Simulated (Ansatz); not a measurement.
Ansatz (a first-principles code) input (CCSD(T)/def2-QZVPPD):
A basis named .json is the Basis Set Exchange file of that set.

Ansatz 0.2 input:
```yaml
crystal:
  periodic: [false, false, false]
  atoms:
    - {symbol: Sb, position_ang: [0.00056999, -0.00031278, 0.03064668]}
    - {symbol: H, position_ang: [-1.03135561, -1.21343333, -0.51443031]}
    - {symbol: H, position_ang: [-0.55403034, 1.49938768, -0.49562120]}
    - {symbol: H, position_ang: [1.55631663, -0.27000276, -0.55292896]}
basis:
  gaussian:
    orbitals: def2-QZVPPD.json
total_charge: 1
magnetization: {spin_polarized: true, initial_magnetization: 1}
correlation: {method: ccsd_t, electrons: outside_noble_gas}
```

End of the output:

```
integrals: 1.12 GiB planned
1089 factors; integrals over basis functions are off by at most 1.1e-3 eV
mean field: 0.57 GiB planned
mean field evaluation 1: about -6548.6205 eV, gradient 8.0e0 eV
mean field evaluation 2: about -6548.6225 eV, gradient 8.0e0 eV
mean field evaluation 4: about -6549.2180 eV, gradient 1.4e0 eV
mean field evaluation 8: about -6549.2366 eV, gradient 1.3e-3 eV
mean field evaluation 16: about -6549.2366 eV, gradient 6.3e-6 eV
mean field -6549.23660615 eV, -240.6800060438 hartree, gradient 6.3e-6 eV, S^2 0.755081; 0 other end points of the search recorded, 0 dependent functions left out
9 core orbitals not correlated
reference -6549.23660615 eV, -240.6800060438 hartree; 4, 3 occupied and 174, 175 virtual orbitals, 1089 factors
second order -3.21611235 eV of doubles, -0.00000000 eV of singles
coupled cluster: 1.24 GiB planned
cycle   1  -3.65513348 eV  change   -4.4e-1 eV  update   5.5e-2
cycle   2  -3.86225501 eV  change   -2.1e-1 eV  update   2.2e-2
cycle   3  -3.86612602 eV  change   -3.9e-3 eV  update   4.9e-3
cycle   4  -3.86663144 eV  change   -5.1e-4 eV  update   1.7e-3
cycle   5  -3.86650410 eV  change    1.3e-4 eV  update   6.2e-4
cycle   6  -3.86628308 eV  change    2.2e-4 eV  update   2.2e-4
cycle   7  -3.86637818 eV  change   -9.5e-5 eV  update   8.8e-5
cycle   8  -3.86640330 eV  change   -2.5e-5 eV  update   2.7e-5
cycle   9  -3.86639133 eV  change    1.2e-5 eV  update   9.0e-6
cycle  10  -3.86639408 eV  change   -2.8e-6 eV  update   3.2e-6
perturbative correction -0.10333477 eV, -0.0037974826 hartree
Total energy: -6553.20633500 eV, -240.8258908883 hartree
```
